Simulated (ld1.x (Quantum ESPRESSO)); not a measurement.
**Pseudopotential generation for hydrogen: TM, LDA (PZ), scalar-relativistic.**

Input for ld1.x (Quantum ESPRESSO) 7.5:

```
&input
   title='H', zed=1., rel=1, dft='PZ', iswitch=3,
   config='1s1 2p-2',
   nld=2, rlderiv=1.20, eminld=-2.0, emaxld=5.0, deld=0.02
 /
 &inputp
   pseudotype=2, tm=.true., lloc=-1, rcloc=0.85,
   nlcc=.false.,
   file_pseudopw='H.UPF', file_wfcaegen='ae.wfc', file_wfcncgen='nc.wfc', file_beta='beta', file_chi='chi'
 /
2
1S  1  0   1.00   0.00  1.10  1.10  0.0
2P  2  1  -2.00   0.20  0.95  0.95  0.0
 &test
   configts(1)='1s1'
 /
```

Command:

```bash
ld1.x < H.in > H.out
```

Output (shortened: banner, matrices, multipoles, cross overlaps and the repeated all-electron block are left out):

```
Program LD1 v.7.5
     --------------------------- All-electron run ----------------------------

     H
     scalar relativistic calculation

     atomic number is  1.00
     dft =PZ   lsd =0 sic =0 latt =0  beta=0.20 tr2=1.0E-14
     Exchange-correlation= PZ
                           (   1   1   0   0   0   0   0)
     mesh = 929 r(mesh) =  99.48432 a.u. xmin = -7.00 dx = 0.01250
     1 Ry =  13.60569312 eV, c = 137.03599908

     n l     nl                  e(Ry)          e(Ha)          e(eV)
     1 0     1S 1( 1.00)        -0.4673        -0.2337        -6.3583

     final scf error:  5.8E-15 reached in  16 iterations

     Etot =      -0.891795 Ry,      -0.445897 Ha,     -12.133489 eV

     Ekin =       0.849687 Ry,       0.424844 Ha,      11.560585 eV
     Encl =      -1.841622 Ry,      -0.920811 Ha,     -25.056546 eV
     Eh   =       0.565570 Ry,       0.282785 Ha,       7.694965 eV
     Exc  =      -0.465430 Ry,      -0.232715 Ha,      -6.332492 eV

     normalization and overlap integrals

     s(1S/1S) =  1.000000  <r> =   1.6733  <r2> =    3.8158  r(max) =   1.0513

     ------------------------ End of All-electron run ------------------------

     --------------------- Generating NC pseudopotential ---------------------

      Generating local potential from pseudized AE potential:
      Matching radius rcloc =   0.8500

      Local pseudo, rcloc= 0.839 Estimated cut-off energy=    32.39 Ry

      Wfc   1S  rcut= 1.105  Using Troullier-Martins method

      Wfc   2P  rcut= 0.951  Using Troullier-Martins method

     ------------------- End of pseudopotential generation -------------------

     Computing logarithmic derivative in   1.19874
     Computing logarithmic derivative in   1.19874
     Computing the partial wave expansion
     R is outside the sphere for l=    0 j= 0.00
     R is outside the sphere for l=    1 j= 0.00

     ---------------------- Testing the pseudopotential ----------------------

     H
     scalar relativistic calculation

     atomic number is  1.00   valence charge is  1.00
     dft =PZ   lsd =0 sic =0 latt =0  beta=0.20 tr2=1.0E-14
     mesh = 929 r(mesh) =  99.48432 xmin = -7.00 dx = 0.01250

     n l     nl             e AE (Ry)        e PS (Ry)    De AE-PS (Ry)
     1 0     1S   1( 1.00)       -0.46733       -0.46733        0.00000

     eps = 6.1E-16  iter =  3

     Etot =      -0.891795 Ry,      -0.445897 Ha,     -12.133489 eV
     Etotps =    -0.891407 Ry,      -0.445703 Ha,     -12.128209 eV

     Ekin =       0.830266 Ry,       0.415133 Ha,      11.296341 eV
     Encl =      -1.686861 Ry,      -0.843431 Ha,     -22.950916 eV
     Ehrt =       0.564924 Ry,       0.282462 Ha,       7.686189 eV
     Ecxc =      -0.464635 Ry,      -0.232318 Ha,      -6.321682 eV
     Epseu=      -0.135101 Ry,      -0.067550 Ha,      -1.838141 eV

     ---------------------- End of pseudopotential test ----------------------
```

Generation and configuration tests took about 0.28 s on one core of a shared server CPU.

Transferability test of the new file with ld1.x, input:

```
&input
   title='H', zed=1., rel=1, dft='PZ', iswitch=2,
   config='1s1 2p-2'
 /
 &test
   file_pseudo='H.UPF', nconf=4,
   configts(1)='1s1',
   configts(2)='1s0.5',
   configts(3)='1s1', lsdts(3)=1,
   configts(4)='1s0.5', lsdts(4)=1
 /
```

```bash
ld1.x < H.test.in > H.test.out
```

Pseudopotential blocks of its output, shortened (energy terms left out):

```
     ---------------------- Testing the pseudopotential ----------------------

     n l     nl             e AE (Ry)        e PS (Ry)    De AE-PS (Ry)
     1 0     1S   1( 1.00)       -0.46733       -0.46733        0.00000

     eps = 4.7E-15  iter =  3

     Etot =      -0.891795 Ry,      -0.445897 Ha,     -12.133489 eV
     Etotps =    -0.891407 Ry,      -0.445703 Ha,     -12.128207 eV

     ---------------------- End of pseudopotential test ----------------------

          ---------------------- Testing the pseudopotential ----------------------

     n l     nl             e AE (Ry)        e PS (Ry)    De AE-PS (Ry)
     1 0     1S   1( 0.50)       -0.90669       -0.90636       -0.00034

     eps = 1.0E-16  iter =  4

     Etot =      -0.550411 Ry,      -0.275205 Ha,      -7.488722 eV
     Etotps =    -0.550084 Ry,      -0.275042 Ha,      -7.484272 eV
     dEtot_ae =       0.341384 Ry
     dEtot_ps =       0.341323 Ry,   Delta E=       0.000061 Ry

     ---------------------- End of pseudopotential test ----------------------

          ---------------------- Testing the pseudopotential ----------------------

     n l     nl             e AE (Ry)        e PS (Ry)    De AE-PS (Ry)
     1 0     1S   1( 1.00)       -0.53831       -0.53824       -0.00007
     1 0     1S   2( 0.00)       -0.16664       -0.16721        0.00057

     eps = 2.5E-15  iter =  4

     Etot =      -0.957710 Ry,      -0.478855 Ha,     -13.030310 eV
     Etotps =    -0.957114 Ry,      -0.478557 Ha,     -13.022195 eV
     dEtot_ae =      -0.065915 Ry
     dEtot_ps =      -0.065707 Ry,   Delta E=      -0.000208 Ry

     ---------------------- End of pseudopotential test ----------------------

          ---------------------- Testing the pseudopotential ----------------------

     n l     nl             e AE (Ry)        e PS (Ry)    De AE-PS (Ry)
     1 0     1S   1( 0.50)       -0.98125       -0.98067       -0.00059
     1 0     1S   2( 0.00)       -0.63617       -0.63682        0.00065

     eps = 2.1E-16  iter =  4

     Etot =      -0.578861 Ry,      -0.289430 Ha,      -7.875804 eV
     Etotps =    -0.578404 Ry,      -0.289202 Ha,      -7.869591 eV
     dEtot_ae =       0.312934 Ry
     dEtot_ps =       0.313002 Ry,   Delta E=      -0.000068 Ry

     ---------------------- End of pseudopotential test ----------------------
```
